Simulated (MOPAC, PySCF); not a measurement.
H3Al, SMILES `[AlH3]`, neutral singlet in the gas phase. 

Cartesian coordinates (Å):
SMILES: [AlH3]
```xyz
4

Al     0.0000     0.0000    -0.0001
H      1.5813    -0.2120    -0.0037
H     -0.9743    -1.2635     0.0014
H     -0.6071     1.4755     0.0023
```
Charge 0, spin multiplicity 1.

All levels are single points at this geometry (PBE-D3(BJ)/def2-TZVP); Pople sets use spherical d functions. Orbital energies aren't observables, and empty levels follow the basis.

| level | HOMO (eV) | LUMO (eV) | gap (eV) | dipole (D) | vertical IE, Delta-SCF (eV) |
|---|---|---|---|---|---|
| PBE-D3(BJ)/def2-TZVP in PySCF | -7.29 | -2.54 | 4.75 | 0.00 | – |
| B3LYP/6-311+G** in PySCF | -8.38 | -2.02 | 6.36 | 0.00 | – |
| B3LYP/LANL2DZ in PySCF | -8.41 | -2.01 | 6.40 | 0.00 | – |
| M06-2X/6-31G* in PySCF | -9.67 | -1.20 | 8.46 | 0.00 | – |
| SVWN5/6-31G* in PySCF | -7.27 | -2.72 | 4.56 | 0.00 | – |
| HF/3-21G in PySCF | -11.61 | 0.84 | 12.45 | 0.00 | – |
| AM1 in MOPAC | -11.00 | -1.23 | 9.77 | 0.00 | – |
| PM3 in MOPAC | -11.43 | -2.27 | 9.16 | 0.00 | – |
| PM6 in MOPAC | -11.59 | 0.57 | 12.16 | 0.00 | – |
